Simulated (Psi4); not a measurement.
C4H12O4Ti (SMILES C[O][Ti]([O]C)([O]C)[O]C), singlet, at a GFN2-xTB geometry (such geometries of metal compounds can be far from the true shape); B3LYP/STO-3G run with Psi4 1.11.

The Psi4 input:
```
memory 2 GB

molecule mol {
0 1
  Ti    0.196026   -0.033077    0.085174
  O    -1.519399    0.147313    0.353571
  C    -1.989944    0.644901    1.570257
  H    -1.598670    1.662304    1.748661
  H    -3.089822    0.688458    1.543980
  H    -1.680605   -0.009154    2.404092
  O     0.331810   -0.847665   -1.429542
  C    -0.424353   -0.664802   -2.583065
  H     0.019904    0.119920   -3.217761
  H    -0.448322   -1.600856   -3.161403
  H    -1.460549   -0.380284   -2.325978
  O     0.889961   -0.956042    1.379318
  C     0.887302   -2.347775    1.380824
  H     1.413768   -2.742088    0.494865
  H     1.397126   -2.715985    2.284091
  H    -0.148719   -2.732333    1.383039
  O     0.892980    1.556222    0.114218
  C     0.652603    2.515055   -0.864378
  H    -0.403641    2.483639   -1.193620
  H     0.863037    3.516698   -0.458710
  H     1.307447    2.354478   -1.737440
}

set basis sto-3g
set reference rks
set scf_type pk
set puream true
set d_convergence 1e-8
set dft_radial_points 99
set dft_spherical_points 590

energy('b3lyp')
print_variables()
```

Task: Predict the main parts of the log of this Psi4 run.

Result: 
```
   => Loading Basis Set <=

    Name: STO-3G
    Role: ORBITAL
    Keyword: BASIS

         ---------------------------------------------------------
                                   SCF
               by Justin Turney, Rob Parrish, Andy Simmonett
                          and Daniel G. A. Smith
                              RKS Reference
         ---------------------------------------------------------

  ==> Geometry <==

    Molecular point group: c1
    Full point group: C1

    Geometry (in Angstrom), charge = 0, multiplicity = 1:

       Center              X                  Y                   Z               Mass
    ------------   -----------------  -----------------  -----------------  -----------------
         TI           0.169459929757    -0.028601826239     0.070333946234    47.947941980000
         O           -1.545965070243     0.151788173761     0.338730946234    15.994914619570
         C           -2.016510070243     0.649376173761     1.555416946234    12.000000000000
         H           -1.625236070243     1.666779173761     1.733820946234     1.007825032230
         H           -3.116388070243     0.692933173761     1.529139946234     1.007825032230
         H           -1.707171070243    -0.004678826239     2.389251946234     1.007825032230
         O            0.305243929757    -0.843189826239    -1.444382053766    15.994914619570
         C           -0.450919070243    -0.660326826239    -2.597905053766    12.000000000000
         H           -0.006662070243     0.124395173761    -3.232601053766     1.007825032230
         H           -0.474888070243    -1.596380826239    -3.176243053766     1.007825032230
         H           -1.487115070243    -0.375808826239    -2.340818053766     1.007825032230
         O            0.863394929757    -0.951566826239     1.364477946234    15.994914619570
         C            0.860735929757    -2.343299826239     1.365983946234    12.000000000000
         H            1.387201929757    -2.737612826239     0.480024946234     1.007825032230
         H            1.370559929757    -2.711509826239     2.269250946234     1.007825032230
         H           -0.175285070243    -2.727857826239     1.368198946234     1.007825032230
         O            0.866413929757     1.560697173761     0.099377946234    15.994914619570
         C            0.626036929757     2.519530173761    -0.879218053766    12.000000000000
[...]
   @RKS iter   6: -1295.48838441336193   -1.64151e-06   1.20421e-05 DIIS
   @RKS iter   7: -1295.48838482925908   -4.15897e-07   1.49993e-06 DIIS
   @RKS iter   8: -1295.48838483783243   -8.57335e-09   2.71825e-07 DIIS
   @RKS iter   9: -1295.48838483800205   -1.69621e-10   1.31976e-07 DIIS
   @RKS iter  10: -1295.48838483804752   -4.54747e-11   3.68762e-08 DIIS
   @RKS iter  11: -1295.48838483805207   -4.54747e-12   4.66960e-09 DIIS
  Energy and wave function converged.

  ==> Post-Iterations <==

   Electrons on quadrature grid:
      Ntotal   =   89.9999990689 ; deviation = -9.311e-07

    Orbital Energies [Eh]
    ---------------------

    Doubly Occupied:

[...]
    Virtual:

[...]
      70A      0.695414

    Final Occupation by Irrep:
              A
    DOCC [    45 ]
    NA   [    45 ]
    NB   [    45 ]

  @RKS Final Energy: -1295.48838483805207

   => Energetics <=

    Nuclear Repulsion Energy =            746.6401658361603495
    One-Electron Energy =               -3260.8690698628020073
    Two-Electron Energy =                1301.5164718794428609
    DFT Exchange-Correlation Energy =     -82.7759526908534866
    Empirical Dispersion Energy =           0.0000000000000000
    VV10 Nonlocal Energy =                  0.0000000000000000
    Total Energy =                      -1295.4883848380520703

Computation Completed

Properties will be evaluated at   0.000000,   0.000000,   0.000000 [a0]

Properties computed using the SCF density matrix

 Multipole Moments:

 ------------------------------------------------------------------------------------
     Multipole            Electronic (a.u.)      Nuclear  (a.u.)        Total (a.u.)
 ------------------------------------------------------------------------------------

 L = 1.  Multiply by 2.5417464519 to convert [e a0] to [Debye]
 Dipole X            :          4.1950810           -4.5182526           -0.3231716
 Dipole Y            :         -0.7484393            0.7611186            0.0126794
 Dipole Z            :          2.1522784           -2.5239425           -0.3716641
 Magnitude           :                                                    0.4926813

 ------------------------------------------------------------------------------------

  Variable Map:
  ----------------------------------------------------------------------------
[...]
  Array Variable Map:
  ----------------------------------------------------------------------------
[...]
[...]
```
